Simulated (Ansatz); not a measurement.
Molecular dynamics of BCl2H6NSi

input.yaml

```yaml
crystal:
  periodic: [false, false, false]
  atoms:
    - { symbol: B, position_ang: [-0.230464, 0.238064, 0.418897] }
    - { symbol: "N", position_ang: [0.291904, -0.340849, 1.76054] }
    - { symbol: H, position_ang: [-0.295527, -1.023589, 2.242631] }
    - { symbol: H, position_ang: [1.294596, -0.521423, 1.835293] }
    - { symbol: Cl, position_ang: [1.06933, 0.387683, -0.849746] }
    - { symbol: Cl, position_ang: [-1.843673, -0.45684, -0.065012] }
    - { symbol: Si, position_ang: [-0.776348, 2.453894, 0.771175] }
    - { symbol: H, position_ang: [-1.231081, 2.727132, -0.626035] }
    - { symbol: H, position_ang: [-1.911329, 2.719695, 1.720253] }
    - { symbol: H, position_ang: [0.367484, 3.369094, 1.107603] }
    - { symbol: H, position_ang: [-0.128693, 0.983638, 1.661304] }
basis:
  gaussian: { orbitals: "6-31G*" }
hamiltonian:
  xc: pbe
  dispersion: d4
md:
  timestep: 0.5
  n_steps: 200
  ensemble: nve
  temperature: 300.0
  initial_velocities: maxwell_boltzmann
  seed: 5353
```

Run as:

```bash
$ ansatz run input.yaml --threads 2 --pin off --max-ram 3072MiB --backend cpu --events-out ev --progress --plain --runs-dir out
```

It starts at the highest image of a converged band. Of that band: Neighbouring images differ by up to 1.9 eV, so the band resolves the path poorly. A vibrational analysis at the climbing image gives one clearly imaginary mode, 1259i cm⁻¹: a first-order saddle point.

Output, in part (step lines, the closing report, with atoms numbered from 0):

```
md step     0: t =     0.00 fs  T =   300.0 K  F+E_penalty+E_count = -35169.26446550 eV  E_kin = 0.349002 eV  conserved = -35168.91546350 eV  (26 SCF iters)
[... lines left out ...]
Total energy: -35170.15554395 eV, -1292.4793770524 hartree
Atom 0 at    -0.351645     0.714400     0.290401 Å, force    -0.145084    -3.382432     0.457102 eV/Å
Atom 1 at     0.331407    -0.200569     1.725992 Å, force    -3.434248    -2.332096    -1.401948 eV/Å
Atom 2 at    -0.193172    -0.243888     2.596729 Å, force    -0.487145     0.762162     0.525584 eV/Å
Atom 3 at     0.301914    -1.256970     1.470012 Å, force     0.854820     2.017193    -0.146153 eV/Å
Atom 4 at     1.085056     0.269177    -0.817550 Å, force    -0.416701     0.768549    -0.075664 eV/Å
Atom 5 at    -1.851465    -0.638342    -0.136914 Å, force     1.049225     1.495400     0.466647 eV/Å
Atom 6 at    -0.783956     2.586460     0.855570 Å, force    -0.223067     0.688946    -0.217779 eV/Å
Atom 7 at    -1.290859     3.372881    -0.341029 Å, force    -0.017698    -0.144989     0.312645 eV/Å
Atom 8 at    -1.785677     2.729649     2.028554 Å, force     0.525244    -0.152940    -0.523952 eV/Å
Atom 9 at     0.543179     3.245523     1.208912 Å, force    -0.281552    -0.095636     0.162213 eV/Å
Atom 10 at     1.203652     0.207015     1.880922 Å, force     2.576206     0.375844     0.441304 eV/Å
Dipole moment:     0.502698    -0.192488     1.097682 e Å
```

The steps, from the saved trajectory:

| time (fs) | T (K) | potential energy less start (eV) | conserved less start (meV/atom) |
| --- | --- | --- | --- |
| 0 | 300 | 0.000 | 0.00 |
| 3 | 213 | 0.102 | 0.06 |
| 6 | 151 | 0.174 | 0.08 |
| 9 | 180 | 0.140 | 0.04 |
| 12 | 215 | 0.100 | 0.11 |
| 15 | 502 | -0.234 | 0.06 |
| 18 | 676 | -0.435 | 0.17 |
| 21 | 1096 | -0.930 | -0.34 |
| 24 | 942 | -0.746 | 0.07 |
| 27 | 1244 | -1.103 | -0.47 |
| 30 | 973 | -0.783 | 0.00 |
| 33 | 861 | -0.653 | 0.01 |
| 36 | 676 | -0.437 | -0.04 |
| 39 | 375 | -0.083 | 0.37 |
| 42 | 545 | -0.286 | -0.07 |
| 45 | 749 | -0.522 | 0.02 |
| 48 | 1102 | -0.936 | -0.28 |
| 51 | 1178 | -1.027 | -0.46 |
| 54 | 820 | -0.605 | 0.04 |
| 57 | 985 | -0.800 | -0.26 |
| 60 | 1039 | -0.862 | -0.27 |
| 63 | 794 | -0.575 | 0.04 |
| 66 | 747 | -0.520 | 0.02 |
| 69 | 826 | -0.611 | 0.08 |
| 72 | 1098 | -0.931 | -0.25 |
| 75 | 898 | -0.695 | 0.05 |
| 78 | 1151 | -0.992 | -0.20 |
| 81 | 1110 | -0.944 | -0.14 |
| 84 | 724 | -0.494 | -0.07 |
| 87 | 510 | -0.245 | 0.00 |
| 90 | 613 | -0.365 | 0.00 |
| 93 | 788 | -0.568 | -0.07 |
| 96 | 789 | -0.569 | -0.05 |
| 99 | 910 | -0.709 | 0.05 |

The run went to its last step. The conserved energy stayed within 0.59 meV per atom of its start (net change -0.12 meV per atom), so the integration is sound. The kinetic energy rose, since the run started high on the potential surface and went downhill. A run of 0.1 ps of so small a system gives no equilibrium averages. The orbitals stay closed-shell, which can raise the energy where a bond breaks towards radicals; this wasn't checked here.

Between its relaxed ends the band would form B1–Si7, N2–H11 and break Si7–H11. These pairs go: B1–Si7 2.31 → 2.00 Å, N2–H11 1.39 → 0.98 Å, Si7–H11 1.84 → 3.27 Å. In the last frame they stand as after the step (other bonds may differ from the relaxed reactants and products). It ends as one piece, BCl2H6NSi. Pairs count as bonded within 1.25 times the sum of covalent radii (0.12 Å more for H–H).

Last frame:

```xyz
11
Properties=species:S:1:pos:R:3
B -0.352 0.714 0.290
N 0.331 -0.201 1.726
H -0.193 -0.244 2.597
H 0.302 -1.257 1.470
Cl 1.085 0.269 -0.818
Cl -1.851 -0.638 -0.137
Si -0.784 2.587 0.856
H -1.291 3.373 -0.341
H -1.786 2.730 2.029
H 0.543 3.245 1.209
H 1.204 0.207 1.881
```

Time of the run: 3.7 min on 2 threads of Intel(R) Xeon(R) 6975P-C (Granite Rapids) (shared host), peak memory 0.16 GiB.
